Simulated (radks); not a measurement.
Results of a calculation; reference values are marked as such.
Ionisation of neutral lithium, [He] 2s1, to [He] as the strength of local exchange is varied. Code: a radial shooting solver on a logarithmic mesh with Libxc functionals. Model: scalar-relativistic Kohn-Sham, Slater X-alpha exchange (alpha = 2/3 is LDA exchange), no correlation, spin-polarised, spherical densities, point nucleus; open shells are filled with parallel spins first.

| alpha | E(Li) (hartree) | exchange (hartree) | IE (eV) | -e of the level emptied (eV) | <r> of it (bohr) |
|---|---|---|---|---|---|
| 0.595 | -7.03348 | -1.32477 | 4.697 | 2.395 (2s) | 4.079 |
| 0.667 | -7.19494 | -1.50644 | 5.029 | 2.735 (2s) | 3.934 |
| 0.716 | -7.30614 | -1.63271 | 5.262 | 2.977 (2s) | 3.841 |
| 0.739 | -7.35871 | -1.69271 | 5.373 | 3.094 (2s) | 3.800 |
| 0.812 | -7.52710 | -1.88623 | 5.735 | 3.478 (2s) | 3.674 |
| 0.832 | -7.57365 | -1.94007 | 5.836 | 3.586 (2s) | 3.642 |
| 0.941 | -7.83045 | -2.23970 | 6.403 | 4.203 (2s) | 3.475 |

NIST Atomic Spectra Database: 5.392 eV (measured). The Delta-SCF value meets it near alpha = 0.74.
